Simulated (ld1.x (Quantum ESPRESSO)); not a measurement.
## tantalum: excitation energies, all-electron against PAW

| Property | Result |
| --- | --- |
| Element | Ta (Z = 73) |
| Generator | ld1.x (Quantum ESPRESSO) 7.5 |
| Type | PAW |
| Functional | PBE |
| Relativity | scalar-relativistic |
| Frozen core | [Kr] 4d10 |
| Valence charge | 27 |
| Reference configuration | 4f14 5s2 5p6 5d3 6s0 6p0 (charge +2) |
| Partial waves | 5s (bound): rcut 1.65, rcutus 1.80 bohr; 6s (bound, empty): rcut 1.65, rcutus 1.80 bohr; 5p (bound): rcut 2.20, rcutus 2.35 bohr; 6p (bound, empty): rcut 2.20, rcutus 2.35 bohr; 5d (bound): rcut 2.20, rcutus 2.30 bohr; 5d channel at 3.15 Ry: rcut 2.20, rcutus 2.30 bohr; 4f (bound): rcut 0.60, rcutus 0.65 bohr; 4f channel at -2.6 Ry: rcut 0.60, rcutus 0.65 bohr |
| Local potential | all-electron potential smoothed inside 1.90 bohr (lloc = -2) |
| Core correction | Bessel-smoothed model core inside 0.45 bohr |
| Augmentation charge | PSQ, inside the norm-conserving radii |

Energies are relative to the spin-unpolarised reference configuration 4f14 5s2 5p6 5d3 6s0 6p0; without spin polarisation the order of configurations can differ from experiment. Not all tests gave a result: test run stopped at test 5 of 7 (negative rho).

(1) Give the all-electron excitation energy and the error of the potential for: 4f14 5s2 5p6 5d3 6s2 6p0; 4f14 5s2 5p6 5d3 6s1 6p0; 4f14 5s2 5p6 5d2 6s0 6p0; 4f14 5s2 5p5 5d3 6s2 6p0.

Levels in the configuration 4f14 5s2 5p6 5d3 6s1 6p0:

```csv
level,all-electron (eV),pseudo (eV)
4f,-31.907,-31.906
5s,-80.205,-80.202
5p,-46.622,-46.618
5d,-10.486,-10.483
6s,-11.620,-11.619
```

Answers

(1)

| valence configuration | charge | ΔE all-electron (eV) | error AE − PS (meV) |
| --- | --- | --- | --- |
| 4f14 5s2 5p6 5d3 6s2 6p0 | 0 | -23.439 | +6.6 |
| 4f14 5s2 5p6 5d3 6s1 6p0 | +1 | -14.972 | +4.3 |
| 4f14 5s2 5p6 5d2 6s0 6p0 | +3 | 23.604 | -6.1 |
| 4f14 5s2 5p5 5d3 6s2 6p0 | +1 | 21.541 | -42 |
